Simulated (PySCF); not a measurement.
Species: C8H8NP.
Bonds: C1–C2 (triple), C2–C3, C3–N4 (aromatic), N4–C5 (aromatic), C5–C6 (aromatic), C6–C7, C6–C8 (aromatic), C8–C9, C8–P10 (aromatic), C3–P10 (aromatic). Hydrogens: H11 on C1; H12 on C5; H13, H14, H15 on C7; H16, H17, H18 on C9.

A linear-response calculation (PySCF, def2-SVPD basis, gas phase, vertical, core orbitals frozen in the response) gave these numbers; the functional is withheld.

Orbital energies (eV): HOMO-3 -9.43, HOMO-2 -9.12, HOMO-1 -8.55, HOMO -7.97, LUMO -0.91, LUMO+1 -0.50, LUMO+2 1.06.

```tsv
state	E (eV)	f	main configurations (H = HOMO, L = LUMO)
S1	4.03	0.0026	H-1→L (97%)
S2	4.29	0.0047	H-1→L+1 (96%)
S3	4.45	0.049	H→L+1 (71%), H-2→L (23%)
S4	4.52	0.204	H→L (91%)
S5	5.04	0.0001	H-3→L (78%), H-3→L+1 (15%)
S6	5.55	0.120	H-4→L (62%), H-2→L (17%)
```

Triplets, Tamm–Dancoff:

| state | E (eV) | λ (nm) | main configurations (H = HOMO, L = LUMO) |
| --- | --- | --- | --- |
| T1 | 2.84 | 436.4 | H→L (87%) |
| T2 | 3.62 | 342.3 | H→L+1 (87%) |
| T3 | 3.64 | 340.2 | H-1→L (89%) |
| T4 | 3.74 | 331.5 | H-1→L+1 (87%) |

Vertical ionisation energy by ΔSCF with the same functional: 8.55 eV. Mean static polarisability: 131.1 au.

**Question.** Name the functional.
A. B3LYP
B. CAM-B3LYP
C. PBE
D. HF

**Answer.** B. CAM-B3LYP is range-separated, 19% exact exchange at short range and 65% at long range (ω = 0.33 bohr⁻¹). In this run −ε(HOMO) = 7.97 eV differs from the ΔSCF value by -0.58 eV, and S1 differs from the orbital gap of 7.07 eV by -3.04 eV. The ratio −ε(HOMO)/IP is 0.93. Usual ranges for neutral molecules in this basis: 0.85 to 0.93 with CAM-B3LYP, 0.5 to 0.7 with PBE, 0.67 to 0.83 with B3LYP; Hartree–Fock can't fall below 1, since the ion's relaxation only lowers the ΔSCF value.

Method used: PySCF, TDDFT CAM-B3LYP/def2-SVPD, vertical, gas phase, core orbitals frozen in the response. Geometry: PBE0-D3(BJ)/def2-SVP; no solvent, vibrations or thermal averaging.

Hardware: one thread, Arm Neoverse V2 (aarch64), no GPU, on a shared host. Cost: 9.9 min wall, 1.3 GiB resident at most.
